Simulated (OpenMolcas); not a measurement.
# F3+: effect of the level shift or regulariser

```yaml
Program: OpenMolcas
Basis: ANO-RCC-VQZP [5s4p3d2f1g]
Scalar_Hamiltonian: DKH2, point nucleus
Active_space: 4 electrons in 4 orbitals (2s 2p)
State_averaging: 2S+1 = 3 even, 3 roots; 2S+1 = 1 even, 6 roots; 2S+1 = 5 odd, 1 root; 2S+1 = 3 odd, 9 roots; 2S+1 = 1 odd, 8 roots
Spin-orbit_coupling: state interaction with AMFI integrals over the reference wave functions, term energies averaged over their components
```

Methods on the same reference wave functions:
A. CASSCF
B. SS-CASPT2, IPEA 0.25 Eh, imaginary shift 0.1 Eh (closed shells correlated: 1s)
C. SS-CASPT2, IPEA 0.25 Eh, real shift 0.2 Eh (closed shells correlated: 1s)

Energies in cm⁻¹ above 2s² 2p² ³P₀, the measured ground level; measured values from Moore, Atomic Energy Levels, vol. I, NSRDS-NBS 35 (1971 reprint of NBS Circular 467, 1949).

```tsv
Level	A	B	C	Measured
2s² 2p² ³P₀	0.0	0.0	0.0	0.0
2s² 2p² ³P₁	216	216	216	225
2s² 2p² ³P₂	631	630	630	613
2s² 2p² ¹D₂	27881	25400	25400	25241
2s² 2p² ¹S₀	50977	53150	53140	53544
2s 2p³ ⁵S°₂	62531	71990	71980	
2s 2p³ ³D°₂	151185	146270	146300	147889
2s 2p³ ³D°₁	151186	146270	146300	147902
2s 2p³ ³D°₃	151190	146270	146300	147842
2s 2p³ ³P°₀	178228	174680	174710	
2s 2p³ ³P°₁	178230	174680	174710	175242
2s 2p³ ³P°₂	178233	174690	174710	175237
2s 2p³ ¹D°₂	244596	229740	229780	
2s 2p³ ³S°₁	251836	239460	239470	
2s 2p³ ¹P°₁	271427	257850	257890	257390
```

Deviations, from unrounded energies. A percentage is the sum of absolute deviations over the sum of measured energies, with the sign that they share, or ± where signs differ.

```
                        Against measurement  Levels     A     B     C
             mean absolute deviation (cm-1)      10  3500   700   690
      fine structure of the ground term (%)       2  ±3.2  ±3.1  ±3.1
other terms of the ground configuration (%)       2  ±6.6  ±0.7  ±0.7
                   other configurations (%)       6  +2.8  ±0.6  ±0.6
```

B, C lie about equally close to measurement and A furthest from it. The largest miss of C in the table is 2s 2p³ ³D°₁, by -1600 cm-1. The ranking rests on the paired levels alone, and a cruder setting can come out closer through cancelling errors.

Between B and C the level of the table that moves most is 2s 2p³ ¹D°₂, by 40 cm-1 (lowest in B, highest in C). Moves below CASPT2's spread within the term are not significant.

The mean deviations of B to C differ by less than CASPT2's widest spread within a term (180 cm-1), so their order carries little weight.

From A to B the spin-free energies of the other terms of 2s² 2p² shown, above ³P, scale by factors of 0.91 to 1.04.

The lowest spin-free term lies below A's lowest term by 0.089 hartree in B, 0.089 hartree in C.

CASPT2 does not keep the components of a term degenerate, so their means are used; among the terms shown or strongly mixed into the levels shown the widest spread is 180 cm-1 (2s 2p³ ¹D°, B). Computed and measured levels are paired by configuration, term and J; levels that our copy of the source lacks, or whose pairing is in doubt (as where it misses far off the trend of its configuration), stay unpaired and out of the deviations. Levels of configurations outside the active space are missing.

° marks odd parity.
